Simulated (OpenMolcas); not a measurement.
**Xe II: terms and fine structure**

```json
{"Program": "OpenMolcas", "Method": "SS-RASPT2, IPEA 0.25 Eh, imaginary shift 0.1 Eh (closed shells correlated: 4d)", "Basis": "ANO-RCC-VQZP [8s7p5d3f2g]", "Scalar Hamiltonian": "DKH2, point nucleus", "Active space": "7 electrons in 9 orbitals (RAS2 5s 5p; RAS3 5d, at most 2 electrons)", "State averaging": "2S+1 = 2 odd, 3 roots; 2S+1 = 2 even, 1 root", "Spin-orbit coupling": "state interaction with AMFI integrals over the reference wave functions, term energies averaged over their components"}
```

Spin-free terms above the lowest, with the occupations of the reference:

```json
{"Configuration": "5s2 5p5", "Term": "2P*", "E (cm-1)": "0.0", "Occupations": "5s 1.99 5p 4.94 5d 0.07"}
{"Configuration": "5s 5p6", "Term": "2S", "E (cm-1)": "91179", "Occupations": "5s 1.32 5p 5.31 5d 0.37"}
```

With spin-orbit coupling, above the lowest level:

| Configuration | Term | J | E (cm-1) | Measured (cm-1) | g | Term weight % |
| --- | --- | --- | --- | --- | --- | --- |
| 5s2 5p5 | 2P* | 3/2 | 0.0 | 0.0 | 1.334 | 100 |
| 5s2 5p5 | 2P* | 1/2 | 9511 | 10537 | 0.666 | 100 |
| 5s 5p6 | 2S | 1/2 | 94349 | 90874 | 2.002 | 100 |

Against the 2 measured excited levels shown (NIST Handbook of Basic Atomic Spectroscopic Data) the mean absolute deviation is 2300 cm-1; the largest miss in energy is 5s 5p6 2S 1/2: computed 94349, measured 90874 cm-1 (+3.8 %), and the largest in proportion 5s2 5p5 2P* 1/2 (-9.7 %).

Spin-orbit coupling puts the lowest level 3170 cm-1 below the lowest spin-free term.

Configurations are named by rounded mean occupations; where the s occupation lies near a half they are strongly mixed, a name can repeat and a true partner stay unpaired. Some terms take much of their weight from 5d, a shell meant for correlation, so their names are nominal. Some terms mix strongly with configurations of 5d, whose occupation reaches 0.37 (5s 5p6 2S). Measured partners are found by configuration, term and J. A level has none where our copy of the source lacks it or the pairing is in doubt (some pairs that miss far off the trend of their configuration count as doubtful), and it then counts in no deviation. Only configurations of the active space appear. The first state left out of the spin-orbit step lies near 130000 cm-1 above the lowest spin-free state of the reference (among the parities and spins computed), and the list stops at four fifths of that energy or lower.

The term weight is that of the spin-free term in the level, not the purity of its configuration. * marks odd parity.
